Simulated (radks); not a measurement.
Spherical quantum dot in the effective-mass picture: electrons in a hard-walled sphere of radius 5.81, all in effective atomic units (hartree* = m*/eps^2 hartree, bohr* = eps/m* bohr), one dielectric constant everywhere. Calculated with a radial shooting solver with Libxc functionals: non-relativistic Kohn-Sham, PBEsol, spin-polarised, spherical densities. Levels are named by radial order and angular momentum (1s, 1p, 1d, 2s, ...), and open shells are averaged over m. Results are scaled to m* = 0.093 and eps = 10.3, for which hartree* = 23.85 meV and bohr* = 5.861 nm.

N = 19, configuration 1s2 1p6 1d10 1f(up 1, down 0). This is the lowest configuration that the search found. Occupied levels:

level,occupation,eigenvalue (meV),<r> (nm)
1s up,1,99.191,23.96
1s down,1,99.369,23.91
1p up,3,100.83,24.52
1p down,3,101.02,24.49
1d up,5,103.81,25.10
1d down,5,104.01,25.08
1f up,1,107.98,25.62

Energy (meV): total 1048.14, kinetic 234.69, external 0, Hartree 941.49, exchange-correlation -128.05.

Electron density:

r (nm),n(r) (e/nm^3)
1.85,2.912e-06
3.55,3.689e-06
5.24,5.227e-06
6.93,7.912e-06
8.63,0.00001234
10.3,0.00001931
12.0,0.00002990
13.7,0.00004522
15.4,0.00006632
17.1,0.00009375
18.8,0.0001269
20.5,0.0001632
22.2,0.0001972
23.9,0.0002204
25.6,0.0002224
27.2,0.0001956
28.9,0.0001409
30.6,0.00007325
32.3,0.00001991
34.0,4.608e-08
